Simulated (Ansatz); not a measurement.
```yaml
atoms:
  - { symbol: O, position_ang: [0.0000, 0.0000, -0.6417] }
  - { symbol: O, position_ang: [0.0000, 0.0000, 0.6417] }
```

Basis set: cc-pVDZ (spherical functions). Left uncorrelated: 2 orbitals. Charge 0, multiplicity 3.

Computed with Ansatz (development build ahead of 0.2.0); each method stands on the lowest determinant of its kind that the runs found.

**Question.** Give the atomization energy at this shape (free ground-state atoms in the same class of orbitals less the molecule, no zero-point energy) of triplet O2 by UHF-MP2, UHF.

**Answer.**

```tsv
method	atomization energy
UHF-MP2	98.64 kcal/mol
UHF	15.79 kcal/mol
```

Caution: the shape is not the minimum.
